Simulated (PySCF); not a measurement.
Question: Write Cartesian coordinates for `CC#C[SiH2]N[SiH3]` as optimised with PBE0-D3(BJ)/def2-SVP.

Answer: 
```
atom  x, y, z in Å
C1    -3.437    0.656    0.435
C2    -2.195   -0.020    0.107
C3    -1.149   -0.586   -0.164
Si4    0.430   -1.426   -0.562
N5     1.798   -0.352   -0.566
Si6    2.895    0.010    0.737
H7    -4.074    0.770   -0.456
H8    -4.006    0.090    1.189
H9    -3.241    1.660    0.843
H10    0.688   -2.475    0.464
H11    0.289   -2.045   -1.913
H12    1.860    0.259   -1.377
H13    2.610    1.317    1.412
H14    4.303    0.071    0.236
H15    2.763   -1.083    1.743
```

Orientation and origin are arbitrary. Atoms count from 1 in this order. Si4 (SiH2 silicon) is distorted tetrahedral (angles from 107.5° to 113.3°). Si6 (SiH3 silicon) is distorted tetrahedral (angles from 107.1° to 113.5°). The C–C distances run from 1.220 Å (C2≡C3, drawn triple) to 1.451 Å (C1–C2, drawn single), a spread of 0.231 Å. N5 (nitrogen bridging silicon atoms) is almost planar (angles 128.5°, 115.7° and 114.9°, sum 359.0°, 0.08 Å off the plane of its three neighbours).

Bonds between heavy atoms (Å): C1–C2 1.451, C2≡C3 1.220, C3–Si4 1.833, Si4–N5 1.739, N5–Si6 1.741.

Method used: PBE0-D3(BJ)/def2-SVP geometry optimisation, gas phase in PySCF 2.14.0.

Point group: C1 (no symmetry element, even within 0.4 Å). No frequency check. One conformer, not necessarily the lowest (C3–Si4–N5–Si6 93°).

On one thread, Arm Neoverse N1, shared host, this took 3.6 min. That covers the optimisation of the geometry.
